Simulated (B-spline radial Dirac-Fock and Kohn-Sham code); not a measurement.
Model: ΔSCF Dirac-Fock with Breit, self-energy and vacuum polarisation, finite nucleus, configuration average. Program: a radial atomic solver. Free neutral atoms up to Cf, the lines Kα1, Kβ1, Lα1, Lβ1, Lβ2, Lγ1, Lℓ and Mα1 where both subshells are closed (so no Lα of most 3d metals and no Mα of most lanthanides); Na, Y were not searched.

Question: Ga Kβ1 is computed at 10261.7 eV. Which of the searched lines of other elements lie within 102 eV and could overlap it in an energy-dispersive spectrum?

Answer: Tl Lα1 at 10266.8 eV (+5); Re Lβ2 at 10272.5 eV (+11); Os Lβ1 at 10354.0 eV (+92).
